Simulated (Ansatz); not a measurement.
Isolated molecules relaxed with PBE0-D4/def2-TZVP in Ansatz; ΔE leaves out vibrations. CBS: MP2 limit from def2 TZ/QZ plus the TZ coupled-cluster correction, frozen cores. This one scheme is used for every species. For Ge, Se outer-core shells are correlated without core-valence functions, which leaves a few kJ/mol of doubt a bond. Scalar relativity is left out up to krypton. Each species was taken in one conformer, which may not be the lowest.

Consider the ligand exchange at a Ge–O bond: `Cl[SiH](Cl)[O][GeH3]` + `C[SeH]` → `C[Se][GeH3]` + `O[SiH](Cl)Cl`.

```
               species  CCSD(T)/CBS(def2) energy (Eh)
`Cl[SiH](Cl)[O][GeH3]`                    -3362.49847
              `C[SeH]`                    -2441.15625
         `C[Se][GeH3]`                    -4518.49012
        `O[SiH](Cl)Cl`                    -1285.17016
```

**Question.** Work out ΔE.

**Answer.** ΔE = (-4518.49012) + (-1285.17016) − (-3362.49847) − (-2441.15625) = -0.00556 Eh = -14.6 kJ/mol.

Largest T1 diagnostic among the species: 0.011.

From BLYP to BHLYP (50 % exact exchange), in def2-TZVPP and without D4, ΔE moves by +5.9 kJ/mol. At CCSD(T), def2-SVP lies +15.3 kJ/mol from the extrapolated value and def2-TZVPP +5.0 kJ/mol.
